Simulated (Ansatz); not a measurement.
Geometry optimisation, RKS PBE0/def2-SVP (Ansatz 0.2.0).

input.yaml

```yaml
crystal:
  periodic: [false, false, false]
  atoms:
    - { symbol: Si, position_ang: [-0.950475, -1.441256, -0.219975] }
    - { symbol: Si, position_ang: [1.004005, 1.455444, 0.261467] }
    - { symbol: F, position_ang: [-0.379383, -1.70451, -1.691037] }
    - { symbol: F, position_ang: [-1.712838, -2.765612, 0.255278] }
    - { symbol: F, position_ang: [-2.029676, -0.262008, -0.304283] }
    - { symbol: H, position_ang: [1.476253, 0.255115, 0.92142] }
    - { symbol: H, position_ang: [0.110894, -1.091199, 0.688013] }
    - { symbol: H, position_ang: [-0.15003, 2.002954, 1.036535] }
    - { symbol: H, position_ang: [2.086893, 2.478069, 0.162018] }
    - { symbol: H, position_ang: [0.544357, 1.072803, -1.109336] }
basis:
  gaussian: { orbitals: def2-SVP }
hamiltonian:
  xc: pbe0
relax:
  f_tol: 0.03
  max_steps: 50
```

Launched with:

```bash
$ ansatz run input.yaml --threads 2 --pin off --max-ram 3072MiB --backend cpu --events-out ev --progress --plain --runs-dir out
```

Q: Where does it end, and by what steps?

A: It converged. The force dipped under the threshold on the way, but the program's further checks kept it going. After 13 steps the energy has fallen by 0.216 eV; H7 moved furthest, 1.24 Å.

```csv
step,energy less start (eV),largest force component (eV/Å),accepted
0,0.0000,0.915,yes
1,-0.1261,0.197,yes
2,-0.1665,0.203,yes
3,-0.1663,0.598,no
4,-0.1770,0.062,yes
5,-0.1821,0.028,yes
6,-0.1866,0.209,yes
7,-0.1912,0.251,yes
8,-0.1978,0.255,yes
9,-0.2040,0.427,yes
10,-0.2112,0.247,yes
11,-0.2148,0.052,yes
12,-0.2151,0.109,yes
13,-0.2160,0.017,yes
```

```xyz
10
Properties=species:S:1:pos:R:3
Si -1.003 -1.844 -0.230
Si 1.039 1.827 0.252
F -0.793 -1.859 -1.814
F -2.262 -2.766 0.114
F -1.364 -0.344 0.203
H 1.355 0.692 1.171
H 0.197 -2.313 0.467
H -0.194 2.525 0.716
H 2.187 2.783 0.251
H 0.839 1.299 -1.129
```

Time of the run: 34 s on 2 threads of Arm Neoverse V1, on a shared host, peak memory 0.22 GiB.
